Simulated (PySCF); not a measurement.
Cl6S3Si3: core ionisation energies

Species: cyclo-(Cl2SiS)3.
Z-matrix (Å and degrees, PBE0-D3(BJ)/def2-SVP geometry), rows numbered from 1:
```
Si
Cl  1  2.0444
Cl  1  2.0383  2  109.12
S   1  2.1362  2  111.42  3   116.68
Si  4  2.1344  1  101.76  2    48.72
Cl  5  2.0422  4  112.21  1   -86.59
Cl  5  2.0420  4  104.76  1   155.97
S   5  2.1345  4  114.01  1    32.74
Si  8  2.1353  5  101.98  4    32.13
Cl  9  2.0384  8  105.67  5   168.18
Cl  9  2.0451  8  111.53  5    49.36
S   1  2.1342  2  110.92  3  -116.22
```

The calculation used PySCF 2.14.0, delta-SCF UKS SCAN, pcX-2 on the ionised atom, pcseg-1 elsewhere, spin-free X2C. Binding energies are ΔSCF values: E(core-ionised, relaxed orbitals) − E(ground state) at a fixed geometry, referred to the vacuum level.

Task: Give the core binding energies atom by atom.

Result: 
```tsv
atom(s)	environment	level	binding energy (eV)	2p1/2 (eV)	count
Si1/Si5/Si9	silicon bonded to 2 Cl and 2 S	Si 2p3/2	109.66	110.28	3
Si1/Si5/Si9	silicon bonded to 2 Cl and 2 S	Si 1s	1849.77	–	3
Cl2 (×6)	chlorine bonded to Si	Cl 2p3/2	206.63	208.28	6
Cl2 (×6)	chlorine bonded to Si	Cl 1s	2829.20	–	6
S4/S8/S12	sulfur bonded to 2 Si	S 1s	2477.59	–	3
```

Task: Which photon energy gives electrons from Cl 2p3/2 of Cl2 (×6) a kinetic energy of 50 eV, and what is their de Broglie wavelength?

Result: hν = 206.63 + 50 = 256.63 eV, recoil neglected; λ = 12.264 Å/√(E/eV) = 1.73 Å.

Task: What is the longest wavelength that can ionise Cl 2p3/2 of Cl2 (×6) vertically?

Result: λ = hc/E = 12398.42 eV Å / 206.63 eV = 60.003 Å.

Topologically equivalent atoms share the value of their first member; where this conformer doesn't relate them by symmetry, their own values could differ. Not every level is listed. For 2p shells one spin-free hole was relaxed; a mean-field spin–orbit operator and the ground-state splitting of the three 2p orbitals were then diagonalised within the shell. The shell's mean is (2 × 2p3/2 + 2p1/2)/3, and the degeneracies 2j + 1 give areas of 2:1. 2p1/2 minus 2p3/2 (ligand field included): Si 0.62 eV, Cl 1.65 eV. Isolated species at its PBE0-D3(BJ)/def2-SVP geometry (one conformer only).
